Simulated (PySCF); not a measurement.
Computed properties of C2H3BF2O, SMILES C(=C\B(F)O)/F

C2H3BF2O, SMILES FB(/C=C/F)O. Coordinates come from a PBE0-D3(BJ)/def2-SVP optimisation. The structure was generated by enumeration; whether it is a known compound was not checked. One conformer was computed; it need not be the lowest. All values are computed for the isolated molecule unless a solvent is named; none is compared with measurement here.

**Structure.** The optimised structure has Cs symmetry. All 21 harmonic modes at PBE0-D3(BJ)/def2-SVP (PySCF) are real, so it is a minimum. With heavy atoms numbered as in [OH:1][B:2]([F:3])/[CH:4]=[CH:5]/[F:6], the shortest bond between them is C5–F6 at 1.322 Å and the longest B2–C4 at 1.552 Å.

**Vibrations.** The strongest infrared lines (harmonic, unscaled, degenerate partners summed) lie at 1743 cm⁻¹ (353 km/mol, C 90 %), 1392 cm⁻¹ (309 km/mol, B 63 %, C 15 %, F 11 %), 1171 cm⁻¹ (246 km/mol, H 35 %, C 31 %, F 19 %, O 9 %). The softest mode is at 100 cm⁻¹ and the zero-point energy is 36.4 kcal/mol.

**Electronic structure.** r2SCAN/def2-TZVP (PySCF) places the frontier levels at -7.15 and -1.76 eV, a gap of 5.39 eV, and gives a dipole moment of 1.90 D and a mean polarisability of 42.3 bohr³. PBE/def2-TZVP (PySCF) at the same geometry gives -6.88 and -1.95 eV, so its gap is 0.46 eV narrower. An orbital gap is neither the optical nor the fundamental gap.

**Excitations.** TDDFT-PBE0/def2-SVPD (PySCF) has S1 at 6.78 eV (183 nm, f = 0.391, bright); the most intense of the 10 singlets computed lies at 6.78 eV (f = 0.39). T1 (TDA) is at 4.04 eV. TDDFT-PBE/def2-SVPD (PySCF) puts S1 at 6.39 eV. No vertical singlet excitation falls in the visible range (under 3.1 eV).

**NMR.** GIAO shifts at PBE0/pcSseg-1 (PySCF) (non-relativistic, atoms alike by connectivity averaged): ¹³C from 102.4 to 180.0 ppm against TMS; ¹H from 4.4 to 7.6 ppm against TMS; ¹⁹F from -118.7 to -74.3 ppm against CFCl3; ¹¹B at 15.4 ppm against BF3.
